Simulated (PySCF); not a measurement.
Computed IR spectrum (relative IR intensity) of a molecule C₂H₉NSi. Geometry: PBE-D3(BJ)/def2-SVP. The values are those of a single conformer. All values below come from PBE-D3(BJ)/def2-SVP in PySCF 2.14.0. Frequencies are harmonic and unscaled.

Lines under 2 % of the strongest are left out, and lines within 2 cm⁻¹ are merged.

ν (cm⁻¹): 152 (w), 240 (vw), 262 (w), 433 (vs), 584 (w), 663 (w), 672 (w), 736 (m), 827 (m), 860 (m), 881 (s), 907 (vs), 1210 (m), 1217 (w), 1392 (vw), 1500 (m), 2141 (vs), 2963 (vw), 2973 (vw), 3059 (vw), 3065 (w), 3083 (vw), 3471 (w), 3563 (w) (against the strongest line: vs over 80 %, s over 45 %, m over 15 %, w over 4 %, vw less)

Q: Identify the compound among the candidates.
A. C[SiH](C)N
B. C[C@@H](N)[SiH3]
C. CN(C)[SiH3]
D. CNC[SiH3]

A: A, C[SiH](C)N
